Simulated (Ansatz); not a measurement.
Steps of a relaxation of `C[O][Ga]([NH2])[Cl]` with RKS PBE0-D4/def2-TZVP.

```sh
$ ansatz run in.yaml --threads 4 --pin off --events-out ev --progress --plain --max-ram 10444MiB
```

```yaml
crystal:
  periodic: [false, false, false]
  atoms:
    - {symbol: C, position_ang: [-0.153017, -0.729693, -1.577456]}
    - {symbol: O, position_ang: [-0.274407, -1.304078, -0.291947]}
    - {symbol: Ga, position_ang: [-0.060088, -0.312552, 1.191026]}
    - {symbol: N, position_ang: [0.183748, 1.493752, 1.156773]}
    - {symbol: Cl, position_ang: [-0.328104, -1.348157, 3.055208]}
    - {symbol: H, position_ang: [-0.632990, 0.274588, -1.669987]}
    - {symbol: H, position_ang: [0.911049, -0.622234, -1.898407]}
    - {symbol: H, position_ang: [-0.650722, -1.397412, -2.314169]}
    - {symbol: H, position_ang: [0.603480, 1.934864, 0.336024]}
    - {symbol: H, position_ang: [0.484151, 1.959722, 2.016035]}
basis:
  gaussian: {orbitals: def2-TZVP}
hamiltonian: {xc: pbe0, dispersion: d4}
relax: {f_tol: 0.005, max_steps: 150}
```

Positions (Å) and forces (eV/Å) along the path, 13 of 20 steps:

```xyz
10
step=1 energy=-69545.0192 eV
C    -0.153   -0.730   -1.577    0.041    0.149   -0.441
O    -0.274   -1.304   -0.292    0.119    0.450    0.127
Ga   -0.060   -0.313    1.191   -0.115   -0.161   -0.168
N     0.184    1.494    1.157    0.417    0.240    0.062
Cl   -0.328   -1.348    3.055    0.062    0.192   -0.346
H    -0.633    0.275   -1.670    0.221   -0.523    0.131
H     0.911   -0.622   -1.898   -0.535   -0.085    0.252
H    -0.651   -1.397   -2.314    0.236    0.309    0.428
H     0.603    1.935    0.336   -0.258   -0.278    0.509
H     0.484    1.960    2.016   -0.187   -0.292   -0.555
10
step=3 energy=-69545.0635 eV
C    -0.150   -0.718   -1.566    0.009   -0.007   -0.023
O    -0.275   -1.292   -0.289    0.012    0.024    0.045
Ga   -0.067   -0.315    1.178   -0.043    0.011   -0.033
N     0.191    1.476    1.143    0.054   -0.048   -0.009
Cl   -0.324   -1.337    3.022    0.007   -0.009    0.021
H    -0.625    0.269   -1.644   -0.014    0.018    0.005
H     0.900   -0.615   -1.864    0.018    0.001   -0.005
H    -0.639   -1.376   -2.289   -0.011   -0.015   -0.015
H     0.585    1.916    0.327   -0.019    0.005    0.002
H     0.486    1.941    1.986   -0.014    0.020    0.011
10
step=4 energy=-69545.0643 eV
C    -0.151   -0.718   -1.568   -0.004   -0.009    0.004
O    -0.271   -1.290   -0.288   -0.007   -0.009   -0.001
Ga   -0.075   -0.315    1.178    0.007    0.029    0.008
N     0.202    1.472    1.143    0.028   -0.042    0.012
Cl   -0.325   -1.337    3.024   -0.005   -0.003    0.009
H    -0.634    0.264   -1.646   -0.010    0.022   -0.002
H     0.898   -0.606   -1.865    0.025    0.004   -0.006
H    -0.634   -1.381   -2.289   -0.010   -0.017   -0.017
H     0.592    1.914    0.327   -0.013    0.011   -0.008
H     0.481    1.944    1.987   -0.011    0.014    0.003
10
step=7 energy=-69545.0658 eV
C    -0.154   -0.718   -1.569   -0.001    0.003   -0.002
O    -0.290   -1.287   -0.290    0.001    0.000   -0.001
Ga   -0.073   -0.319    1.179    0.000    0.004    0.001
N     0.253    1.454    1.151   -0.002   -0.006   -0.002
Cl   -0.334   -1.339    3.025    0.000   -0.001    0.001
H    -0.652    0.256   -1.660    0.000   -0.001   -0.001
H     0.899   -0.591   -1.849   -0.002    0.000    0.001
H    -0.615   -1.393   -2.297    0.002   -0.001    0.001
H     0.565    1.931    0.322    0.000    0.001    0.000
H     0.484    1.955    1.991    0.002    0.001    0.002
10
step=10 energy=-69545.0659 eV
C    -0.160   -0.717   -1.569    0.001    0.009   -0.016
O    -0.305   -1.284   -0.290    0.000    0.001    0.007
Ga   -0.078   -0.318    1.179    0.004   -0.003   -0.004
N     0.267    1.452    1.152   -0.006   -0.010    0.005
Cl   -0.340   -1.338    3.024   -0.002    0.000    0.001
H    -0.687    0.240   -1.676    0.006   -0.012    0.001
H     0.895   -0.556   -1.829   -0.013   -0.001    0.003
H    -0.582   -1.411   -2.303    0.005    0.007    0.009
H     0.570    1.930    0.322    0.004    0.006   -0.005
H     0.504    1.951    1.992    0.002    0.003    0.000
10
step=11 energy=-69545.0659 eV
C    -0.163   -0.716   -1.570    0.005    0.005   -0.018
O    -0.308   -1.282   -0.290   -0.002   -0.006   -0.003
Ga   -0.078   -0.317    1.179   -0.006    0.003    0.003
N     0.266    1.453    1.152   -0.003   -0.014   -0.009
Cl   -0.346   -1.336    3.025    0.001    0.000   -0.001
H    -0.708    0.231   -1.683    0.010   -0.017    0.002
H     0.891   -0.537   -1.821   -0.018    0.000    0.000
H    -0.566   -1.420   -2.304    0.007    0.015    0.015
H     0.580    1.927    0.323    0.001    0.003   -0.001
H     0.513    1.947    1.992    0.005    0.012    0.012
10
step=13 energy=-69545.0659 eV
C    -0.162   -0.717   -1.569   -0.001    0.005   -0.012
O    -0.302   -1.284   -0.290    0.001    0.003    0.003
Ga   -0.077   -0.318    1.179   -0.001    0.001   -0.003
N     0.271    1.451    1.152    0.002    0.003    0.003
Cl   -0.350   -1.336    3.024    0.001    0.000    0.000
H    -0.706    0.231   -1.678    0.004   -0.007    0.001
H     0.890   -0.537   -1.826   -0.008   -0.002    0.004
H    -0.569   -1.418   -2.303    0.005    0.005    0.007
H     0.578    1.928    0.322    0.000   -0.002    0.004
H     0.510    1.950    1.992   -0.002   -0.004   -0.007
10
step=14 energy=-69545.0659 eV
C    -0.163   -0.716   -1.569    0.000    0.003   -0.010
O    -0.304   -1.284   -0.290    0.000    0.000    0.002
Ga   -0.078   -0.318    1.179    0.000    0.000   -0.001
N     0.271    1.451    1.152    0.001    0.000    0.000
Cl   -0.351   -1.336    3.025    0.000    0.000    0.000
H    -0.712    0.228   -1.681    0.004   -0.007    0.001
H     0.889   -0.531   -1.823   -0.008   -0.001    0.002
H    -0.564   -1.421   -2.304    0.004    0.006    0.007
H     0.583    1.926    0.322   -0.001   -0.001    0.001
H     0.512    1.949    1.992    0.000   -0.001   -0.002
10
step=16 energy=-69545.0659 eV
C    -0.165   -0.715   -1.569    0.001    0.000   -0.002
O    -0.308   -1.283   -0.290   -0.001   -0.001    0.000
Ga   -0.080   -0.318    1.179    0.000    0.000    0.000
N     0.277    1.449    1.151    0.001    0.001   -0.004
Cl   -0.356   -1.334    3.025    0.000    0.000    0.000
H    -0.732    0.218   -1.686    0.002   -0.003    0.000
H     0.885   -0.511   -1.814   -0.003    0.000    0.000
H    -0.546   -1.428   -2.305    0.001    0.003    0.002
H     0.589    1.923    0.321   -0.001   -0.001    0.000
H     0.520    1.947    1.991    0.001    0.002    0.005
10
step=17 energy=-69545.0659 eV
C    -0.168   -0.714   -1.569    0.001   -0.001   -0.002
O    -0.313   -1.282   -0.290   -0.001    0.000   -0.003
Ga   -0.081   -0.318    1.180    0.000    0.001    0.001
N     0.282    1.448    1.151    0.001    0.000   -0.002
Cl   -0.360   -1.333    3.025    0.000    0.000    0.000
H    -0.747    0.210   -1.692    0.003   -0.005    0.000
H     0.881   -0.493   -1.806   -0.006    0.000    0.000
H    -0.532   -1.434   -2.307    0.002    0.005    0.004
H     0.593    1.921    0.320   -0.001    0.000   -0.001
H     0.527    1.945    1.990    0.000    0.001    0.003
10
step=18 energy=-69545.0659 eV
C    -0.168   -0.714   -1.569    0.001   -0.001   -0.002
O    -0.314   -1.282   -0.290   -0.001    0.000   -0.002
Ga   -0.082   -0.318    1.180    0.001    0.001    0.001
N     0.284    1.447    1.151    0.000    0.000   -0.001
Cl   -0.362   -1.333    3.025    0.000    0.000    0.000
H    -0.752    0.208   -1.693    0.003   -0.004    0.000
H     0.880   -0.489   -1.803   -0.005    0.000    0.000
H    -0.527   -1.436   -2.307    0.002    0.004    0.003
H     0.594    1.920    0.320    0.000    0.000    0.000
H     0.529    1.945    1.990    0.000    0.000    0.002
10
step=19 energy=-69545.0659 eV rejected
C    -0.170   -0.714   -1.569    0.000    0.000   -0.001
O    -0.317   -1.282   -0.290    0.002    0.000   -0.001
Ga   -0.081   -0.318    1.180   -0.005    0.001    0.000
N     0.288    1.446    1.151    0.001   -0.001    0.001
Cl   -0.365   -1.332    3.025    0.002    0.000    0.000
H    -0.760    0.203   -1.697    0.001   -0.002    0.000
H     0.878   -0.480   -1.799   -0.002    0.000    0.000
H    -0.519   -1.439   -2.308    0.001    0.001    0.002
H     0.595    1.920    0.319    0.001    0.001    0.000
H     0.533    1.944    1.990    0.000   -0.001   -0.001
10
step=20 energy=-69545.0659 eV
C    -0.169   -0.714   -1.569    0.000    0.000    0.000
O    -0.315   -1.282   -0.290    0.000    0.001   -0.001
Ga   -0.082   -0.318    1.180    0.000    0.000    0.000
N     0.286    1.447    1.151    0.000    0.000    0.000
Cl   -0.363   -1.333    3.025    0.000    0.000    0.000
H    -0.756    0.206   -1.695    0.000   -0.001    0.000
H     0.879   -0.484   -1.801   -0.001    0.000    0.000
H    -0.523   -1.437   -2.308    0.000    0.001    0.001
H     0.595    1.920    0.320    0.000    0.000    0.000
H     0.531    1.945    1.990    0.000   -0.001   -0.001
```

Run time 79 s (4 threads of an Arm Neoverse V2 on a shared host); peak host memory 0.64 GiB.
